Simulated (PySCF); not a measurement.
# Simulated absorption spectrum

Compound: EtP(CF3)2, C4H5F6P.
InChI=1S/C4H5F6P/c1-2-11(3(5,6)7)4(8,9)10/h2H2,1H3

Method used: TDDFT PBE0/def2-SVPD, vertical, gas phase, core orbitals frozen in the response (PySCF). The structure is a single PBE0-D3(BJ)/def2-SVP conformer in the gas phase; no vibrational or solvent corrections. Torsions of this conformer, `[CH3:1][CH2:2][P:3]([C:4]([F:5])([F:6])[F:7])[C:8]([F:9])([F:10])[F:11]`: C1–C2–P3–C4 -75°, C2–P3–C4–F5 -158°, C2–P3–C8–F9 174°.

Computed states:

```json
{"state": "S1", "E (eV)": "6.76", "f": "0.066"}
{"state": "S2", "E (eV)": "6.98", "f": "0.081"}
{"state": "S3", "E (eV)": "7.95", "f": "0.019"}
{"state": "S4", "E (eV)": "8.27", "f": "0.014"}
{"state": "S5", "E (eV)": "8.45", "f": "0.0045"}
{"state": "S6", "E (eV)": "8.56", "f": "0.062"}
{"state": "S7", "E (eV)": "8.59", "f": "0.013"}
{"state": "S8", "E (eV)": "8.65", "f": "0.026"}
{"state": "S9", "E (eV)": "8.80", "f": "0.036"}
{"state": "S10", "E (eV)": "8.86", "f": "0.072"}
```

Broadening: Gaussians 0.25 eV wide at half height, area fixed by f = 4.319×10⁻⁹ ∫ε dν̃. The width is an assumption, not a result. The curve ends short of the highest state used, and states not computed would add to its high-energy end.

Problem. What does the envelope look like, and where are its maxima?

Solution. 
| λ (nm) | ε (L mol⁻¹ cm⁻¹) |
| --- | --- |
| 150.2 | 1736 |
| 151.4 | 1339 |
| 152.7 | 1149 |
| 154.0 | 1505 |
| 155.2 | 1968 |
| 156.5 | 1966 |
| 157.7 | 1421 |
| 159.0 | 707 |
| 160.2 | 273 |
| 161.5 | 71 |
| 162.8 | 13 |
| 164.0 | 2 |
| 165.3 | 0 |
| 166.5 | 1 |
| 167.8 | 5 |
| 169.1 | 33 |
| 170.3 | 148 |
| 171.6 | 570 |
| 172.8 | 1539 |
| 174.1 | 3482 |
| 175.3 | 5901 |
| 176.6 | 8349 |
| 177.9 | 9686 |
| 179.1 | 9813 |
| 180.4 | 9405 |
| 181.6 | 9041 |
| 182.9 | 8556 |
| 184.1 | 7605 |
| 185.4 | 5898 |
| 186.7 | 3895 |
| 187.9 | 2283 |
| 189.2 | 1086 |
| 190.4 | 472 |
| 191.7 | 164 |
| 192.9 | 54 |
| 194.2 | 14 |

Maxima: 179 nm (6.94 eV), ε about 9900, made up of S1 (17%) and S2 (83%); 156 nm (7.96 eV), ε about 2100, made up of S3 (99%) (ε in L mol⁻¹ cm⁻¹; maxima over ε = 5, shares over 10%). At its high-energy end, 8.26 eV, the curve is still rising (ε about 1800, from S4).

Problem. What would ε be at 6.94 eV, the highest of these maxima, with half the width (0.125 eV)?

Solution. About 13600 L mol⁻¹ cm⁻¹ against 9860, a factor of about 1.4; a lone state at its own centre would give exactly 2.

Problem. Coming from long wavelengths, where does ε first pass 100 L mol⁻¹ cm⁻¹?

Solution. At about 192 nm (6.45 eV), 0.31 eV below S1.

Problem. On this curve, what absorbance would a 10⁻⁴ mol/L sample give at 193 nm over a 1 cm path?

Solution. 193 nm is 6.424 eV, where ε is about 49 L mol⁻¹ cm⁻¹, so A = ε c l ≈ 0.0049 (Beer–Lambert, with the gas-phase spectrum and the assumed width).
